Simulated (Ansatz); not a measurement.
Consider the substitution at a C–Te bond: `NC(=S)[TeH]` + `[OH][AlH2]` → `NC(=S)[O][AlH2]` + H₂Te.

Calculated with Ansatz (gas phase, PBE0-D4/def2-TZVP geometries, no zero-point term in ΔE). CCSD(T)/CBS is the MP2 limit (def2-TZVPP, def2-QZVPP) plus CCSD(T) − MP2 in def2-TZVPP, frozen cores. This one scheme is used for every species. Functionals use def2-TZVPP. B3LYP here is the variant with VWN-RPA as its local correlation; programs differ in this. Elements past krypton have def2 core potentials. For Te outer-core shells are correlated without core-valence functions, which leaves a few kJ/mol of doubt a bond. Each species was taken in one conformer, which may not be the lowest.

`NC(=S)[TeH]`:

```xyz
7

N    -0.787    0.257    0.912
C    -0.185    0.009   -0.257
S    -0.948    0.010   -1.696
Te    1.903   -0.389   -0.017
H    -1.775    0.456    0.906
H    -0.301    0.254    1.792
H     2.092   -0.597   -1.641
```

`[OH][AlH2]`:

```xyz
5

O     0.671    0.574    0.837
Al   -0.217   -0.404   -0.226
H     0.744    1.522    0.743
H    -0.980    0.256   -1.448
H    -0.218   -1.948    0.094
```

`NC(=S)[O][AlH2]`:

Cartesian coordinates in Å:
```
N -0.926 0.912 0.639
C -0.549 -0.344 0.952
S -1.133 -1.154 2.257
O 0.334 -0.878 0.119
Al 1.231 -0.534 -1.291
H -0.556 1.394 -0.164
H -1.592 1.369 1.233
H 2.176 -1.667 -1.821
H 1.015 0.902 -1.923
```

H₂Te:

```xyz
3

Te   -0.456    0.607    0.166
H    -0.428   -0.539   -1.029
H     0.885   -0.068    0.863
```

| level | ΔE (kcal/mol) |
| --- | --- |
| r2SCAN-D4 | 1.6 |
| PBE0-D4 | 0.8 |
| B3LYP-D4 | 1.5 |
| ωB97X-V | -1.1 |
| ωB97M-V | -0.2 |
| B2PLYP | 2.3 |
| CCSD(T)/def2-TZVPP | 2.2 |
| MP2/CBS(def2) | 7.8 |

(1) What does CCSD(T)/CBS give? (An estimate is asked.)

Largest T1 diagnostic among the species: 0.017.

Answers

(1) The calculation gave: +4.1 kcal/mol. The listed levels differ from it by -2.5, -3.3, -2.6, -5.2, -4.3, -1.8, -1.9, 3.7 kcal/mol.

In def2-TZVPP, CCSD(T) changes the Hartree–Fock value by +8.8 kcal/mol (the triples alone add +1.6 kcal/mol) and MP2 by +12.4 kcal/mol. From PBE to PBE0 (25 % exact exchange), in def2-TZVPP and without D4, ΔE moves by −2.3 kcal/mol. The D4 term adds +0.8 kcal/mol with B3LYP and +0.3 kcal/mol with PBE0; it sums over pairs of atoms, weighted by their polarisabilities, and B3LYP, whose exchange is more repulsive, gets the larger term.

CCSD(T)/CBS has its own doubt, a few kJ/mol and more with outer-core shells, so smaller differences from it don't rank the levels.
